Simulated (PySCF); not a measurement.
PbBr₂, SMILES [Br][Pb][Br] (connectivity only; charge and spin as stated), neutral, multiplicity 1.

Geometry optimised at B3LYP-D3(BJ)/def2-SVP. The isomer is the one that the SMILES or the coordinates give; other isomers of the formula were not compared. The def2 effective core potentials stand for the cores of Pb; spin–orbit coupling is left out.

All values below come from TDA-PBE/def2-SVPD in PySCF.

Vertical excitations. Gas-phase values at a fixed geometry. State labels are in the subgroup C2v.

Computed UV-visible absorptions:
```csv
state,symmetry,energy (eV),λ (nm),f,main pairs
S1,A2,2.81,441,0.000,HOMO→LUMO 100 %
S2,B1,2.95,421,0.002,HOMO−1→LUMO 98 %
S3,B2,3.44,361,0.039,HOMO−2→LUMO 89 %
S4,B1,3.86,321,0.008,HOMO−4→LUMO 97 %
S5,A1,3.91,317,0.013,HOMO−3→LUMO 89 %
S6,A2,4.44,279,0.000,HOMO−5→LUMO 99 %
S7,A1,4.64,267,0.021,HOMO−1→LUMO+1 91 %
S8,B2,4.68,265,0.019,"HOMO→LUMO+1 83 %, HOMO−1→LUMO+2 14 %"
S9,A2,4.71,263,0.000,HOMO−2→LUMO+1 99 %
S10,A1,4.94,251,0.012,HOMO→LUMO+2 94 %
T1,B1,2.69,460,0,HOMO−1→LUMO 99 %
T2,A2,2.71,458,0,HOMO→LUMO 100 %
T3,B2,2.86,433,0,HOMO−2→LUMO 100 %
T4,A1,3.13,396,0,HOMO−3→LUMO 100 %
```
Triplets are in the Tamm–Dancoff approximation.
